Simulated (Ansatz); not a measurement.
The cluster Si2Mo2. The state is a triplet with charge 0. Geometry PBE0-D4/def2-SVP; atoms count from 1.

Cartesian coordinates in Å:
```
Mo 0.833 1.133 0.666
Mo 1.007 -0.634 -0.557
Si -1.044 0.422 -1.042
Si -0.796 -0.921 0.933
```

In the def2 sets Mo takes a core potential; there is no spin–orbit coupling. The charge 0 triplet is spin-contaminated (final ⟨S²⟩ up to 2.18, 2.00 for a pure state). At PBE0-D4/def2-TZVP a singlet of charge 0 lies 0.34 eV below the triplet, each at its own geometry. The structure comes from a short search, and lower isomers may exist.

Q: Estimate the Mulliken populations from the PBE0/def2-TZVP orbitals of Ansatz.

A: 
| atom | charge (e) | spin (α − β) | d electrons |
| --- | --- | --- | --- |
| Mo1 | 0.16 | 2.57 | 4.77 |
| Mo2 | 0.28 | -0.89 | 4.88 |
| Si3 | -0.22 | 0.16 | – |
| Si4 | -0.22 | 0.16 | – |
Mulliken values depend strongly on the basis.

Q: Where does the spin sit?

A: Summed by element: Mo 1.69, Si 0.31, of 2 unpaired in all. Largest on single atoms: Mo1 2.57, Mo2 -0.89, Si3 0.16.

Q: And the Mayer bond orders between heavy atoms (over 0.3)?

A: Mo1–Mo2 2.68 (2.16 Å); Mo1–Si3 0.80 (2.63 Å); Mo1–Si4 0.80 (2.63 Å); Mo2–Si3 1.50 (2.36 Å); Mo2–Si4 1.50 (2.36 Å); Si3–Si4 0.88 (2.40 Å).
